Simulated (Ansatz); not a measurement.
An input meant for `N#CC1=C(c2cccnc2)C2C=CC1C2` (charge 0, singlet; atoms displaced at random, 0.15 Å in each coordinate).

```yaml
crystal:
  periodic: [false, false, false]
  atoms:
    - {symbol: N, position_ang: [-0.309450, 3.252953, -0.168870]}
    - {symbol: C, position_ang: [-0.918682, 2.289561, -0.374011]}
    - {symbol: C, position_ang: [-1.243721, 0.854972, -0.151034]}
    - {symbol: C, position_ang: [-0.227091, 0.007120, 0.059632]}
    - {symbol: C, position_ang: [1.144627, 0.089417, 0.294239]}
    - {symbol: C, position_ang: [1.880911, 1.350835, 0.473111]}
    - {symbol: C, position_ang: [3.469392, 1.070620, 0.201682]}
    - {symbol: C, position_ang: [3.747619, -0.461355, 0.114497]}
    - {symbol: N, position_ang: [3.335926, -1.245748, -0.350490]}
    - {symbol: C, position_ang: [1.811282, -1.071869, 0.135465]}
    - {symbol: C, position_ang: [-1.259949, -1.586210, 0.395754]}
    - {symbol: C, position_ang: [-1.894634, -1.310397, -1.246853]}
    - {symbol: C, position_ang: [-2.907792, -0.324869, -1.214340]}
    - {symbol: C, position_ang: [-2.564662, 0.337913, -0.001664]}
    - {symbol: C, position_ang: [-2.308237, -0.800791, 1.236315]}
    - {symbol: H, position_ang: [1.675220, 2.168307, 0.274445]}
    - {symbol: H, position_ang: [3.936297, 1.855320, 0.115815]}
    - {symbol: H, position_ang: [5.162749, -0.459516, -0.033710]}
    - {symbol: H, position_ang: [1.239112, -2.048163, -0.188690]}
    - {symbol: H, position_ang: [-0.741244, -2.056511, 0.880672]}
    - {symbol: H, position_ang: [-1.880880, -2.088994, -1.848618]}
    - {symbol: H, position_ang: [-3.090578, -0.004636, -2.046995]}
    - {symbol: H, position_ang: [-3.241922, 1.276360, 0.276261]}
    - {symbol: H, position_ang: [-1.906291, -0.346644, 1.985727]}
    - {symbol: H, position_ang: [-3.167030, -1.189451, 0.866190]}
basis:
  gaussian: {orbitals: "6-31++G**"}
hamiltonian: {xc: {name: PBE1PBE}, pseudopotentials: {relativity: scalar}}
output: {forces: true}
```

```sh
$ ansatz run in.yaml --threads 4 --pin off --events-out ev --progress --plain --max-ram 6963MiB
```

Shortened log:

```
Error: YAML parse error: error: line 31 column 19: hamiltonian.xc: no functional is named "PBE1PBE"; the names, which are not case-sensitive, are SVWN5, SPW92, PBE, PBE0, PBEsol, revPBE, revPBE0, RPBE, rPW86-PBE, HSE06, wPBEh, LC-wPBE, HISS, HF, BLYP, B3LYP, B3LYP5, BHLYP, CAM-B3LYP, r2SCAN, r2SCANh, r2SCAN0, r2SCAN50, m-r2SCAN, B97, wB97, wB97X, wB97X-V, B97M-V, wB97M-V, B2PLYP, B2GP-PLYP, PBE0-DH, PBE-QIDH
29 | basis:
30 |   gaussian: {orbitals: "6-31++G**"}
31 | hamiltonian: {xc: {name: PBE1PBE}, pseudopotentials: {relativity: scalar}}
32 | output: {forces: true}
```

(1) Something in this input is off. What?

## Answers

(1) The method's name isn't one that the program takes here. The program refused the input.
